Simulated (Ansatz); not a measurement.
A nudged elastic band was laid between two geometries of C$_{2}$H$_{8}$BSb (12 atoms, charge 0, multiplicity 1).

Level of theory: RKS PBE-D4/def2-SVP (Ansatz).

```json
{"movable images": "7", "climbing image": "yes", "spring": "2.0 to 10.0 eV/Å², energy-weighted", "optimiser": "quadratic models (default)", "start path": "IDPP", "force threshold": "0.03 eV/Å", "iteration limit": "60", "end points": "relaxed"}
```

First end point:

```xyz
12
Properties=species:S:1:pos:R:3
B -1.526 1.425 -0.058
Sb 0.607 0.896 0.089
C 0.511 -0.609 1.688
C 0.773 -0.469 -1.626
H -2.012 1.708 -1.138
H -2.178 1.619 0.953
H -0.123 -1.460 1.377
H 1.534 -0.965 1.914
H 0.080 -0.134 2.589
H 0.104 -1.339 -1.492
H 1.821 -0.810 -1.719
H 0.485 0.084 -2.542
```

Last end point:

```xyz
12
Properties=species:S:1:pos:R:3
B -1.943 0.726 0.286
Sb 0.206 1.058 -0.072
C 1.055 -0.189 1.528
C 0.528 -0.320 -1.754
H -2.718 0.689 -0.652
H -2.385 0.771 1.419
H 0.751 -1.244 1.395
H 2.157 -0.108 1.503
H 0.681 0.186 2.500
H -0.125 -0.009 -2.592
H 0.282 -1.356 -1.455
H 1.586 -0.260 -2.072
```

Problem. What changes between the two ends?

Solution. No bond is made or broken. The dihedral C3–Sb2–C4–H11 goes from -80 to 42°. The two ends are copies of one structure, up to a mirror image or an exchange of like atoms.

Problem. Give the energies along the band, and the barrier.

Solution. The forces met the threshold. The highest image is number 4 of 0 to 8, 0.027 eV above the ends, which have the same energy within 2 meV. Another band between the same ends (7 images) ends at a top of the same energy, where a vibrational analysis finds 1 clearly imaginary mode.

```
image  path coordinate (Å)  energy (eV)  dihedral C3–Sb2–C4–H11 (°)
    0                 0.00        0.000                         -80
    1                 0.71        0.009                         -57
    2                 1.14        0.019                         -43
    3                 1.49        0.025                         -31
    4                 1.82        0.027                         -20
    5                 2.15        0.025                          -9
    6                 2.49        0.019                           3
    7                 2.93        0.009                          18
    8                 3.64        0.000                          42
```

Problem. What is the geometry of the highest image?

Solution. 
```xyz
12
Properties=species:S:1:pos:R:3
B -1.901 0.868 0.199
Sb 0.277 1.045 -0.078
C 0.951 -0.243 1.573
C 0.596 -0.372 -1.737
H -2.639 0.854 -0.769
H -2.383 0.966 1.313
H 0.574 -1.274 1.438
H 2.056 -0.245 1.599
H 0.561 0.173 2.522
H -0.356 -0.846 -2.039
H 1.304 -1.148 -1.390
H 1.036 0.167 -2.597
```

Time of the run: 2.8 min on 2 threads of Arm Neoverse N1, with other jobs on the host, peak memory 0.14 GiB.
